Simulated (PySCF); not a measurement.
Species: 2-bromofuran, C4H3BrO.
SMILES: `Brc1ccco1`

The closed-shell ground state was solved at several levels (PySCF, density fitting, gas phase). Isolated species at its GFN2-xTB geometry, gas phase. The calculation is non-relativistic and has no spin–orbit coupling, an omission that weighs most on bromine.

```csv
level,basis functions,HOMO (eV),LUMO (eV),gap (eV),dipole (D)
B3LYP/pcJ-1 (pcSseg-1 on Br),206,-6.40,-0.24,6.16,1.54
PBE0/pcSseg-1,141,-6.66,-0.05,6.61,1.58
```

**Question.** Estimate the row for B3LYP/def2-SVPD, a basis of 168 functions; the other rows only guide the guess.

**Answer.** HOMO -6.46 eV, LUMO -0.42 eV, gap 6.04 eV, dipole 1.64 D.

**Question.** Over all these levels, which gives the widest orbital gap and which the narrowest?

**Answer.** PBE0/pcSseg-1 (global hybrid, 25 % exact exchange) has the widest, 6.61 eV, and B3LYP/def2-SVPD (global hybrid, 20 % exact exchange) the narrowest, 6.04 eV. Functional and basis both differ between the two, so the spread mixes both effects.

**Question.** How far do the dipole and the HOMO energy spread over the levels?

**Answer.** The dipole runs from 1.54 to 1.64 D (mean 1.59 D) and the HOMO from -6.66 to -6.40 eV.
